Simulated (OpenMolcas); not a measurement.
# As IV: effect of the active space

* Program: OpenMolcas
* Method: CASSCF or its RAS form
* Basis: ANO-R3
* Scalar Hamiltonian: X2C, finite nucleus
* Spin-orbit coupling: RASSI with atomic mean-field integrals over the reference wave functions, term energies averaged over their components

A. 2 electrons in 4 orbitals (4s 4p); 2S+1 = 3 even, 3 roots; 2S+1 = 1 even, 7 roots; 2S+1 = 3 odd, 3 roots; 2S+1 = 1 odd, 3 roots; cost about 18 core-seconds
B. 2 electrons in 8 orbitals (4s 4p 5s 5p); 2S+1 = 1 even, 1 root; 2S+1 = 1 odd, 3 roots; 2S+1 = 3 odd, 3 roots kept (CI in the orbitals of an earlier block); cost roughly 17 core-seconds
C. 2 electrons in 9 orbitals (RAS2 4s 4p; RAS3 4d, at most 2 electrons); 2S+1 = 3 even, 3 roots; 2S+1 = 1 even, 6 roots; 2S+1 = 3 odd, 3 roots; 2S+1 = 1 odd, 3 roots; cost of the order of 27 core-seconds

Energies in cm⁻¹ above 4s² ¹S₀, the measured ground level; measured values from Moore, Atomic Energy Levels, vol. II, NSRDS-NBS 35 (1971 reprint of NBS Circular 467, 1952).

```tsv
Level	A	B	C	Measured
4s² ¹S₀	0.0	0.0	0.0	0.0
4s 4p ³P°₀	72514	74221	71661	
4s 4p ³P°₁	73522	75274	72657	76962
4s 4p ³P°₂	75658	77511	74794	79492
4s 4p ¹P°₁	120124	121033	112652	112022
```

Deviations, from unrounded energies. A percentage is the sum of absolute deviations over the sum of measured energies, with the sign that they share, or ± where signs differ.

```json
{"Against measurement": "mean absolute deviation (cm-1)", "Levels": "3", "A": "5100", "B": "4200", "C": "3200"}
{"Against measurement": "other configurations (%)", "Levels": "3", "A": "±5.7", "B": "±4.7", "C": "±3.6"}
```

C lies closest to measurement on these levels and A furthest from it. The largest miss of C in the table is 4s 4p ³P°₂, by -4700 cm-1. The ranking rests on the paired levels alone, and a cruder setting can come out closer through cancelling errors.

Among A to C the level of the table that moves most is 4s 4p ¹P°₁, by 8400 cm-1 (lowest in C, highest in B).

Terms from blocks run as CI alone lack orbitals of their own (holds for B). Active for correlation alone: 5p 5s; no level in the range computed is led by a configuration that fills them, so any true level of that kind is missing (holds for B). Active for correlation alone: 4d; no level in the range computed is led by a configuration that fills it, so any true level of that kind is missing (holds for C). Measured partners are found by configuration, term and J. A level has none where our copy of the source lacks it or the pairing is in doubt (some pairs that miss far off the trend of their configuration count as doubtful), and it then counts in no deviation. Only configurations of the active space appear. The table leaves out levels that lie high or whose names do not pair safely across all columns.

° marks odd parity.
